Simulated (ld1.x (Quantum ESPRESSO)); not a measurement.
## An all-electron radial function and its pseudo partner (oxygen (O))

Columns: radius, all-electron u(r) and pseudo u(r) of the 2p shell (level -8.97 eV) of oxygen in the configuration [He] 2s2 2p4; PBEsol, scalar-relativistic, PAW scheme, ld1.x (Quantum ESPRESSO) 7.5.

| r (bohr) | all-electron | pseudo |
| --- | --- | --- |
| 0.081 | 0.0726 | 0.0122 |
| 0.162 | 0.2169 | 0.0481 |
| 0.243 | 0.3712 | 0.1049 |
| 0.324 | 0.5097 | 0.1787 |
| 0.405 | 0.6234 | 0.2644 |
| 0.486 | 0.7110 | 0.3562 |
| 0.567 | 0.7739 | 0.4482 |
| 0.648 | 0.8149 | 0.5347 |
| 0.729 | 0.8374 | 0.6110 |
| 0.810 | 0.8450 | 0.6734 |
| 0.891 | 0.8409 | 0.7196 |
| 0.972 | 0.8280 | 0.7489 |
| 1.053 | 0.8083 | 0.7616 |
| 1.134 | 0.7839 | 0.7597 |
| 1.215 | 0.7562 | 0.7459 |
| 1.296 | 0.7263 | 0.7231 |
| 1.377 | 0.6952 | 0.6947 |
| 1.458 | 0.6634 | 0.6635 |
| 1.539 | 0.6315 | 0.6315 |
| 1.620 | 0.5998 | 0.5998 |
| 1.701 | 0.5688 | 0.5688 |
| 1.782 | 0.5386 | 0.5386 |
| 1.863 | 0.5093 | 0.5093 |
| 1.944 | 0.4811 | 0.4811 |
| 2.025 | 0.4540 | 0.4540 |
| 2.106 | 0.4280 | 0.4280 |

Question: How many radial nodes do the two functions have?

Answer: The all-electron 2p function has n − l − 1 = 0; the pseudo-wave has 0.

Question: At about which radius was the pseudo-wave matched?

Answer: 1.62 bohr. The columns agree to 0.0005 from 1.46 bohr on; several derivatives are matched, so the curves merge somewhat inside the radius.

Question: Where does each function peak?

Answer: Outermost all-electron maximum near 0.81 bohr, pseudo maximum near 1.05 bohr (to the table’s step).

Question: Is the pseudo-wave norm-conserving?

Answer: No, it belongs to a PAW set: the norm inside the radius is not constrained, and the difference is carried by the augmentation charge.
